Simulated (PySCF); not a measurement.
C₅H₁₃NOSi.
Atom-mapped SMILES: `[CH3:1][O:2][SiH2:3][N:4]1[CH2:5][CH2:6][CH2:7][CH2:8]1`

Lines to be assigned: C 1s: 290.56 (area 2), 291.21 (area 2), 292.13 (area 1) eV; N 1s: 403.94 eV; O 1s: 537.55 eV; Si 1s: 1846.82 eV; Si 2p3/2: 106.81 eV.

Method: delta-SCF UKS SCAN, pcX-2 on the ionised atom, pcseg-1 elsewhere, spin-free X2C (PySCF 2.14.0). Geometry: PBE0-D3(BJ)/def2-SVP, one conformer, isolated molecule.

Task: Which carbon gives which C 1s line?

Result: 290.56 eV: C6/C7 (ring CH2 carbon); 291.21 eV: C5/C8 (sp3 carbon bound to nitrogen); 292.13 eV: C1 (methoxy carbon). The listed C 1s values span 1.57 eV, from C6/C7 (bonded to 2 C and 2 H) to C1 (bonded to O and 3 H). Summing the Pauling electronegativity differences to the bonded atoms, each weighted by its formal bond order, gives -0.70 for the lowest site and -0.16 for the highest; no listed site has a larger sum than the highest.

Bonded neighbours of each site: C1: O and 3 H; O2: C and Si; Si3: O, N and 2 H; N4: 2 C and Si; C5/C8: N, C and 2 H; C6/C7: 2 C and 2 H.

Task: What is the C 1s shift of C5/C8 against C6/C7?

Result: 291.21 − 290.56 = +0.65 eV, or +63 kJ/mol.

One atom of each set of topologically equivalent atoms was ionised and stands for the set; in this conformer not all members are related by symmetry, and their own values weren't computed. The 2p values add to the ΔSCF energy of one spin-free hole a correction within the shell (spin–orbit coupling, ligand field). 2p1/2 minus 2p3/2 (ligand field included): Si 0.62 eV.

Hardware: Arm Neoverse N1, one thread, no GPU, shared host with 64 logical CPUs at a one-minute load of 60. Cost: 3.7 min wall, 0.67 GiB resident at most.
